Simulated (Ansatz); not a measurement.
Geometry optimisation, RKS r2SCAN-D4/def2-SVP in Ansatz.

Input file:

```yaml
crystal:
  periodic: [false, false, false]
  atoms:
    - { symbol: Ta, position_ang: [0.0, 0.0, 0.0] }
    - { symbol: Cl, position_ang: [2.82, 0.0, 0.0] }
    - { symbol: F, position_ang: [0.0, 0.0, 1.93] }
    - { symbol: F, position_ang: [0.0, 0.0, -1.93] }
    - { symbol: "N", position_ang: [-1.08, 1.8706, 0.0] }
    - { symbol: H, position_ang: [-1.6414, 2.1584, 0.8518] }
    - { symbol: H, position_ang: [-1.0486, 2.5007, -0.8518] }
    - { symbol: F, position_ang: [-0.965, -1.6714, 0.0] }
    - { symbol: H, position_ang: [0.6622, -1.6867, 1.0613] }
    - { symbol: H, position_ang: [1.6841, -1.4058, 0.8845] }
basis:
  gaussian: { orbitals: def2-SVP }
hamiltonian:
  xc: r2scan
  dispersion: d4
relax:
  f_tol: 0.15
  max_steps: 25
  restrain:
    - { distance: [0, 8], at: 3.0, k: 30.0 }
    - { distance: [9, 1], at: 2.57, k: 30.0 }
    - { distance: [0, 1], at: 2.47, k: 30.0 }
    - { distance: [9, 8], at: 0.66, k: 30.0 }
```

Launched with:

```bash
$ ansatz run input.yaml --threads 4 --pin off --max-ram 5120MiB --backend cpu --events-out ev --progress --plain --runs-dir out
```

**Question.** Where does it end, and by what steps?

**Answer.** The forces met the threshold. The restraints hold the end off the free minimum; the threshold counts their pulls, which the force column leaves out. Restrained pairs: Ta1–H9 (2.10 → 3.00 Å), Cl2–H10 (2.01 → 2.58 Å), Ta1–Cl2 (2.82 → 2.43 Å), H9–H10 (1.07 → 0.72 Å). After 8 steps the energy has fallen by 3.103 eV (the restraints' own energy left out); H9 moved furthest, 0.95 Å.

```
step  energy less start (eV)  largest force component (eV/Å)  accepted
   0                  0.0000                           4.035       yes
   1                 -1.0926                           2.909       yes
   2                 -1.7126                           3.924       yes
   3                 -2.3889                           3.561       yes
   4                 -2.9006                           1.865       yes
   5                 -3.0451                           1.229       yes
   6                 -3.0896                           1.453       yes
   7                 -3.0911                           1.323       yes
   8                 -3.1025                           1.265       yes
```

```xyz
10
Properties=species:S:1:pos:R:3
Ta -0.010 0.167 0.107
Cl 2.398 0.448 0.245
F -0.232 0.439 1.963
F 0.041 0.082 -1.778
N -0.995 1.824 -0.120
H -1.345 2.378 0.660
H -1.234 2.220 -1.028
F -1.093 -1.366 0.161
H 1.195 -2.463 0.901
H 1.708 -1.964 0.835
```

Time of the run: 36 s on 4 threads of Arm Neoverse V2, with other jobs on the host, peak memory 0.23 GiB.
